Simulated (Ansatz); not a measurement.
## Ansatz (development build ahead of 0.2.0) run

```yaml
crystal:
  periodic: [false, false, false]
  atoms:
    - { symbol: B, position_ang: [-0.02043, 0.00828, -0.04488] }
    - { symbol: F, position_ang: [0.85249, 0.79056, 0.79212] }
    - { symbol: F, position_ang: [0.85635, -0.79212, -0.80337] }
    - { symbol: F, position_ang: [-0.79522, 0.81867, -0.76333] }
    - { symbol: F, position_ang: [-0.82483, -0.79854, 0.7639] }
basis:
  gaussian: { orbitals: cc-pVTZ }
total_charge: -1
hamiltonian:
  xc: hf
```

The input is written out in the form of the current development build from the run's settings.

Output:

* Converged: yes
* Total energy: -422.89887 hartree
* Spin squared of the determinant: 0.000

Caution: no diffuse functions for an anion.
